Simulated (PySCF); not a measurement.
## Bond length, frequency and bond energy of LaI by level of theory

State: triplet, about 0.0 electrons in the 4f shell (Mulliken). Set-up: PySCF, spin-free X2C with a Gaussian nucleus, basis sets La x2c-SVPall, I x2c-SVPall. De refers to La (5d1 6s2) + I in their high-spin ground configurations, without counterpoise correction. The functionals are run spin-unrestricted. A positive dipole means La(−)I(+).

```tsv
Level	Re (Å)	ωe (cm⁻¹)	De (eV)	μ (D)
UHF	3.046	164	n/a	-6.04
UHF-MP2	2.947	179	n/a	n/a
UHF-SCS-MP2	2.967	176	n/a	n/a
UHF-CCSD	2.972	175	3.70	n/a
UHF-CCSD(T)	2.964	177	3.69	n/a
PBE	2.923	178	4.13	-4.35
r²SCAN	2.941	178	4.15	-5.13
TPSSh	2.938	177	4.14	-5.23
PBE0	2.927	179	4.10	-5.07
BHandHLYP	2.968	174	3.80	-5.46
```

The bond length runs from 2.923 Å (PBE) to 3.046 Å (UHF). De spans 3.69 eV (UHF-CCSD(T), coupled cluster) to 4.15 eV (r²SCAN, meta-GGA).

Correlated steps freeze 36 core orbitals. Correlated levels converge slowly with the basis: in double zeta they bind strong bonds too weakly, by up to about 1 eV, and carry superposition errors of some tenths. These are scalar-relativistic numbers at best; spin–orbit coupling would shift them, the dissociation energy most. The state is the lowest single determinant that the PBE0 search found; with open d or f shells the true ground state can be another one.

The whole job (state search and all levels along the bond) took about 13 min on 2 threads of Arm Neoverse V2 (shared host), peak memory 2.8 GiB.
